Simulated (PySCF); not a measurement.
## Energy of Tc (technetium, neutral) between two integer charges

The 5s beta orbital of [Kr] 4d5 5s2 is emptied in steps (occupation f), with all orbitals relaxed, ending at [Kr] 4d5 5s1. Calculation: PySCF 2.14, in x2c-TZVPall; scalar relativity by spin-free X2C-1e. The exact energy is a straight line in f; departures are measured from the line between the end points of the same method.

```
   f  UHF (eV)  LDA (eV)  PBE (eV)
   1     0.000     0.000     0.000
0.75     0.024    -0.529    -0.500
 0.5     0.031    -0.709    -0.669
0.25     0.022    -0.533    -0.501
   0     0.000     0.000     0.000
```

Task: For LDA, how does the orbital energy at f = 1 compare with the removal energy?

Result: −ε = 4.515 eV against a total-energy difference of 7.321 eV. By Janak's theorem ε = ∂E/∂f, so the gap between them reflects the curvature. Along the path −ε is 5.898 (f = 0.75), 7.310 (f = 0.5), 8.741 (f = 0.25) eV.

| method | E(f=0) − E(f=1) (eV) | −ε at f=1 (eV) | −ε at f=0.5 (eV) |
| --- | --- | --- | --- |
| UHF | 5.539 | 5.677 | 5.532 |
| LDA | 7.321 | 4.515 | 7.310 |
| PBE | 6.884 | 4.235 | 6.875 |

Reference removal energy between the ground levels: 7.119 eV (measured; NIST Atomic Spectra Database, ionization energies). UHF lacks correlation.
